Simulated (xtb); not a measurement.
C$_{6}$H$_{15}$Sb (SMILES C[CH2][Sb]([CH2]C)[CH2]C), singlet, from a rough starting geometry; xtb with GFN2-xTB.

Input for xtb:
```
$ xtb mol.xyz --gfn 2 --opt vtight --json

# file mol.xyz
22

Sb     0.19296250    -0.29548990     1.52459401
C      1.61564572     1.00326003     0.37484060
C      1.09507850     1.65843484    -0.80040061
H      2.48141694     0.31118431     0.19907261
H      2.04001167     1.70583423     1.08905054
H      0.31205107     2.29853821    -0.66620809
H      0.72665462     0.91575455    -1.57468421
H      1.89054909     2.17858641    -1.37036065
C     -1.59618138     0.17196605     0.35306152
C     -2.39185960     1.34150685     0.90784150
H     -2.19909088    -0.74018926     0.47305315
H     -1.31826168     0.29107819    -0.69871038
H     -1.71976627     2.28419857     0.85676460
H     -2.62322520     1.21695440     1.90598682
H     -3.26027725     1.52340167     0.32641296
C      0.68977869    -2.13066303     0.50704221
C      0.58753671    -2.14060906    -0.99972547
H     -0.00626171    -2.88403202     0.96785729
H      1.68842583    -2.45362193     0.86947101
H      1.25429527    -1.41078632    -1.36786378
H     -0.44248003    -1.81348803    -1.32785603
H      0.77462096    -3.08244732    -1.40133944
```

### Question
Predict the main parts of the log of this xtb run.

### Answer

```
   ID    Z sym.   atoms
    1   51 Sb     1
    2    6 C      2, 3, 9, 10, 16, 17
    3    1 H      4-8, 11-15, 18-22

           -------------------------------------------------
          |                Calculation Setup                |
           -------------------------------------------------

           -------------------------------------------------
          |                 G F N 2 - x T B                 |
           -------------------------------------------------

          ...................................................
          :                      SETUP                      :
          :.................................................:
          :  # basis functions                  49          :
          :  # atomic orbitals                  48          :
          :  # shells                           30          :
          :  # electrons                        44          :
          :  max. iterations                   250          :
          :  Hamiltonian                  GFN2-xTB          :
          :  restarted?                      false          :
          :  GBSA solvation                  false          :
          :  PC potential                    false          :
          :  electronic temp.          300.0000000     K    :
          :  accuracy                    1.0000000          :
          :  -> integral cutoff          0.2500000E+02      :
          :  -> integral neglect         0.1000000E-07      :
          :  -> SCF convergence          0.1000000E-05 Eh   :
          :  -> wf. convergence          0.1000000E-03 e    :
          :  Broyden damping             0.4000000          :
          :  net charge                          0          :
          :  unpaired electrons                  0          :
          ...................................................

 iter      E             dE          RMSdq      gap      omega  full diag
   1    -22.9136620 -0.229137E+02  0.409E+00    4.58       0.0  T
   2    -22.9566302 -0.429681E-01  0.329E+00    4.70       1.0  T
   3    -22.9694376 -0.128074E-01  0.150E+00    4.62       1.0  T
   4    -22.9798933 -0.104558E-01  0.776E-01    4.67       1.0  T
   5    -22.9823612 -0.246785E-02  0.159E-01    4.66       1.0  T
   6    -22.9823718 -0.106344E-04  0.842E-02    4.66       1.0  T
   7    -22.9823723 -0.516143E-06  0.383E-02    4.67       1.0  T
   8    -22.9823754 -0.307155E-05  0.127E-02    4.67       1.7  T
   9    -22.9823754  0.169970E-07  0.261E-03    4.67       8.2  T
  10    -22.9823754 -0.379919E-07  0.114E-03    4.67      18.7  T
  11    -22.9823754 -0.705779E-09  0.447E-04    4.67      47.7  T
  12    -22.9823754 -0.145164E-09  0.285E-04    4.67      74.8  T

   *** convergence criteria satisfied after 12 iterations ***

         :::::::::::::::::::::::::::::::::::::::::::::::::::::
         ::                     SUMMARY                     ::
         :::::::::::::::::::::::::::::::::::::::::::::::::::::
         :: total energy             -22.656173699507 Eh    ::
         :: gradient norm              0.166297196864 Eh/a0 ::
         :: HOMO-LUMO gap              4.666058323015 eV    ::
         ::.................................................::
         :: SCC energy               -22.982241949386 Eh    ::
         :: -> isotropic ES            0.014818695587 Eh    ::
         :: -> anisotropic ES          0.005938639142 Eh    ::
         :: -> anisotropic XC          0.012105188447 Eh    ::
         :: -> dispersion             -0.016604740634 Eh    ::
         :: repulsion energy           0.326068249879 Eh    ::
         :: add. restraining           0.000000000000 Eh    ::
         :: total charge              -0.000000000000 e     ::
         :::::::::::::::::::::::::::::::::::::::::::::::::::::

      -----------------------------------------------------------
     |                   =====================                   |
     |                        A N C O P T                        |
     |                   =====================                   |
     |               Approximate Normal Coordinate               |
     |                Rational Function Optimizer                |
      -----------------------------------------------------------
      -----------------------------------------------------------
     |                   =====================                   |
     |                        A N C O P T                        |
     |                   =====================                   |
     |               Approximate Normal Coordinate               |
     |                Rational Function Optimizer                |
      -----------------------------------------------------------

          ...................................................
          :                      SETUP                      :
          :.................................................:
          :   optimization level         verytight          :
          :   max. optcycles                   440          :
          :   ANC micro-cycles                  20          :
          :   degrees of freedom                60          :
          :.................................................:
          :   RF solver                   davidson          :
          :   write xtbopt.log                true          :
          :   linear?                        false          :
          :   energy convergence         0.1000000E-06 Eh   :
          :   grad. convergence          0.2000000E-03 Eh/α :
          :   maxmium RF displ.          1.0000000          :
          :   Hlow (freq-cutoff)         0.1000000E-01      :
          :   Hmax (freq-cutoff)         5.0000000          :
          :   S6 in model hess.         20.0000000          :
          ...................................................

generating ANC from exact Hessian ...
Using Lindh-Hessian (1995)
 Shifting diagonal of input Hessian by    9.3582965316685706E-003
[...]
 * total energy  :   -22.6776056 Eh     change       -0.5465587E-05 Eh
 * total energy  :   -22.6776081 Eh     change       -0.2448146E-05 Eh
 * total energy  :   -22.6776095 Eh     change       -0.1387120E-05 Eh
 * total energy  :   -22.6776097 Eh     change       -0.2605153E-06 Eh
 * total energy  :   -22.6776109 Eh     change       -0.1155081E-05 Eh
 * total energy  :   -22.6776123 Eh     change       -0.1455747E-05 Eh
 * total energy  :   -22.6776129 Eh     change       -0.6069449E-06 Eh
 * total energy  :   -22.6776133 Eh     change       -0.3697735E-06 Eh
 * total energy  :   -22.6776133 Eh     change        0.4980358E-07 Eh
 * total energy  :   -22.6776135 Eh     change       -0.2608559E-06 Eh
 * total energy  :   -22.6776137 Eh     change       -0.1421325E-06 Eh
 * total energy  :   -22.6776137 Eh     change       -0.5342546E-07 Eh
   *** GEOMETRY OPTIMIZATION CONVERGED AFTER 22 ITERATIONS ***
         :: total energy             -22.677613708455 Eh    ::
[...]
        13        2.0000           -0.4744262             -12.9098
        14        2.0000           -0.4556371             -12.3985
        15        2.0000           -0.4535490             -12.3417
        16        2.0000           -0.4522156             -12.3054
        17        2.0000           -0.4365303             -11.8786
        18        2.0000           -0.4337784             -11.8037
        19        2.0000           -0.4288164             -11.6687
        20        2.0000           -0.3820160             -10.3952
        21        2.0000           -0.3803800             -10.3507
        22        2.0000           -0.3552896              -9.6679 (HOMO)
        23                         -0.1837385              -4.9998 (LUMO)
        24                         -0.1782522              -4.8505
        25                         -0.0684324              -1.8621
        26                          0.0333455               0.9074
        27                          0.0430833               1.1724
        28                          0.0481718               1.3108
        29                          0.1504838               4.0949
        30                          0.1533652               4.1733
        31                          0.1565014               4.2586
        32                          0.1643376               4.4719
        33                          0.1714801               4.6662
       ...                                ...                  ...
        48                          0.5864902              15.9592
      -------------------------------------------------------------
                  HL-Gap            0.1715511 Eh            4.6681 eV
             Fermi-level           -0.2695140 Eh           -7.3338 eV

     #   Z          covCN         q      C6AA      α(0)
     1  51 Sb       2.743     0.229   367.767    36.520
     2   6 C        3.706    -0.114    22.833     6.831
     3   6 C        3.771    -0.091    22.262     6.724
     4   1 H        0.926     0.024     2.672     2.556
     5   1 H        0.926     0.015     2.811     2.622
     6   1 H        0.925     0.029     2.595     2.519
     7   1 H        0.925     0.033     2.542     2.493
     8   1 H        0.924     0.027     2.628     2.535
     9   6 C        3.709    -0.116    22.862     6.834
    10   6 C        3.793    -0.094    22.309     6.726
    11   1 H        0.926     0.021     2.721     2.580
    12   1 H        0.925     0.035     2.511     2.478
    13   1 H        0.925     0.025     2.655     2.548
    14   1 H        0.925     0.026     2.641     2.541
    15   1 H        0.925     0.029     2.596     2.519
    16   6 C        3.708    -0.115    22.853     6.833
    17   6 C        3.776    -0.093    22.307     6.729
    18   1 H        0.926     0.018     2.771     2.603
    19   1 H        0.926     0.017     2.785     2.610
    20   1 H        0.925     0.035     2.523     2.484
    21   1 H        0.925     0.032     2.556     2.500
    22   1 H        0.924     0.027     2.625     2.533

 Mol. C6AA /au·bohr⁶  :       5133.539518
 Mol. C8AA /au·bohr⁸  :     188015.606590
 Mol. α(0) /au        :        115.318474

Wiberg/Mayer (AO) data.
largest (>0.10) Wiberg bond orders for each atom

 ---------------------------------------------------------------------------
     #   Z sym  total        # sym  WBO       # sym  WBO       # sym  WBO
 ---------------------------------------------------------------------------
     1  51 Sb   2.964 --     9 C    0.947    16 C    0.940     2 C    0.939
     2   6 C    3.979 --     3 C    1.035     5 H    0.982     4 H    0.975
                             1 Sb   0.939
     3   6 C    3.998 --     2 C    1.035     6 H    0.986     7 H    0.983
                             8 H    0.979
     4   1 H    0.999 --     2 C    0.975
     5   1 H    1.000 --     2 C    0.982
     6   1 H    0.999 --     3 C    0.986
     7   1 H    0.999 --     3 C    0.983
     8   1 H    0.999 --     3 C    0.979
     9   6 C    3.981 --    10 C    1.037    11 H    0.978    12 H    0.969
                             1 Sb   0.947
    10   6 C    3.998 --     9 C    1.037    14 H    0.988    13 H    0.987
                            15 H    0.981
    11   1 H    1.000 --     9 C    0.978
    12   1 H    0.999 --     9 C    0.969
    13   1 H    0.999 --    10 C    0.987
    14   1 H    0.999 --    10 C    0.988
    15   1 H    0.998 --    10 C    0.981
    16   6 C    3.977 --    17 C    1.034    19 H    0.980    18 H    0.979
                             1 Sb   0.940
    17   6 C    3.998 --    16 C    1.034    21 H    0.985    20 H    0.984
                            22 H    0.979
    18   1 H    1.000 --    16 C    0.979
    19   1 H    0.999 --    16 C    0.980
    20   1 H    0.999 --    17 C    0.984
    21   1 H    0.999 --    17 C    0.985
    22   1 H    0.999 --    17 C    0.979
 ---------------------------------------------------------------------------

Topologies differ in total number of bonds
Writing topology from bond orders to xtbtopo.mol

molecular dipole:
                 x           y           z       tot (Debye)
 q only:       -0.015       0.040       0.323
   full:       -0.026       0.032      -0.248       0.638
molecular quadrupole (traceless):
                xx          xy          yy          xz          yz          zz
 q only:       -1.473      -0.033      -1.694       0.297      -0.194       3.167
  q+dip:        0.980       0.542       0.304      -0.316       0.316      -1.284
   full:        1.401       0.147       1.072      -0.292       0.110      -2.473

optimized geometry written to: xtbopt.xyz

           -------------------------------------------------
          | TOTAL ENERGY              -22.677613708455 Eh   |
          | GRADIENT NORM               0.000096777561 Eh/α |
          | HOMO-LUMO GAP               4.668142765877 eV   |
           -------------------------------------------------

normal termination of xtb
```
